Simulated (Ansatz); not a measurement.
System: GaH (charge 0, singlet). 
Geometry from a B3LYP-D3(BJ)/def2-TZVP (Ansatz, a first-principles code) optimisation:
```xyz
2

Ga     0.0000     0.0000    -0.0528
H      0.0000     0.0000     1.6363
```
Charge 0, spin multiplicity 1.

Quantity: atomisation energy (electronic, to ground-state atoms), in kJ/mol. Correlated levels leave the core frozen unless marked. Open shells are spin-unrestricted. No spin-orbit coupling. Frozen are the shells of the preceding noble gas and the d and f shells that filled before the atom's block. No relativistic terms. The coupled-cluster limit lacks core correlation, which all-electron functionals hold. Basis-set limits of correlation are two-point, X^-3; Hartree-Fock from the larger set (for Q and 5 zeta extrapolated as (X+1)exp(-9√X)).

```csv
level,program,atomisation energy (kJ/mol)
PBE/def2-TZVPD,Ansatz,[?]
LC-wPBE-D4/def2-TZVPD,Ansatz + dftd4,[?]
wB97X-V/def2-TZVPD,Ansatz,291.2
SCS-MP2/6-31G,Ansatz,228.9
CCSD/6-31G,Ansatz,236.8
CCSD/cc-pVDZ,Ansatz,[?]
CCSDT(Q)/cc-pVDZ,Ansatz,268.9
"CCSD(T)/CBS(cc-pVQZ,cc-pV5Z)",Ansatz,287.7
```

Question: What belongs in the gaps?

Answer: 
- PBE/def2-TZVPD, atomisation energy (kJ/mol): 279.0
- LC-wPBE-D4/def2-TZVPD, atomisation energy (kJ/mol): 277.1
- CCSD/cc-pVDZ, atomisation energy (kJ/mol): 267.7
